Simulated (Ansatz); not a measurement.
`[OH][Ge]([OH])([SH])[SH]`, relaxed with RKS PBE-D4/def2-SVP in Ansatz from a rough embedded geometry. The force threshold is 0.03 eV/Å; the program also tests the step.

Total charge 0; spin multiplicity 1.

Start:

```xyz
9

O     0.153    0.321   -1.816
Ge    0.235   -0.071   -0.114
O     1.506   -1.269    0.097
S    -1.630   -0.961    0.541
S     0.697    1.724    1.076
H    -0.605    1.048   -1.893
H     1.274   -2.068   -0.441
H    -1.175   -1.126    1.848
H    -0.455    2.403    0.703
```

Question: By how much does the energy fall, and how many steps does the optimiser take? (Best estimate.)

Answer: Computed: 9.81 kcal/mol, in 22 steps, 4 of them rejected.

Question: Which bonds change most? (Estimate.)

Answer: Ansatz gave: O1–H6 from 1.053 to 0.977 Å; Ge2–S4 from 2.168 to 2.229 Å; O1–Ge2 from 1.748 to 1.793 Å; Ge2–O3 from 1.759 to 1.792 Å.

Question: Give the relaxed structure. (An estimate is asked.)

Answer: Computed: 
```xyz
9

O    -0.423    0.254   -1.802
Ge    0.061   -0.042   -0.102
O     1.519   -1.079    0.001
S    -1.788   -0.986    0.709
S     0.765    1.782    0.971
H     0.196    0.891   -2.210
H     1.364   -1.909   -0.490
H    -1.196   -1.201    1.918
H    -0.499    2.291    1.004
```
